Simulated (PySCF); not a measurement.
```xyz
8

B      1.6529    -0.1255    -0.4004
Si    -0.1455     0.6593    -0.3585
C     -1.5275    -0.3752    -0.4358
H      1.7375    -1.3143    -0.4775
H      2.6526     0.5238    -0.3529
H     -0.4042     2.1178    -0.2633
H     -2.5574    -0.0337    -0.4202
H     -1.4084    -1.4521    -0.5062
```

Charge 0, multiplicity 1.

Give the Mulliken and meta-Löwdin atomic charges from r2SCAN-D4/def2-TZVP (PySCF).


```csv
atom,Mulliken (e),meta-Löwdin (e)
B1,-0.09,-0.24
Si2,0.21,0.46
C3,-0.43,-0.51
H4,0.02,0.04
H5,0.02,0.04
H6,-0.03,-0.08
H7,0.14,0.15
H8,0.15,0.15
```
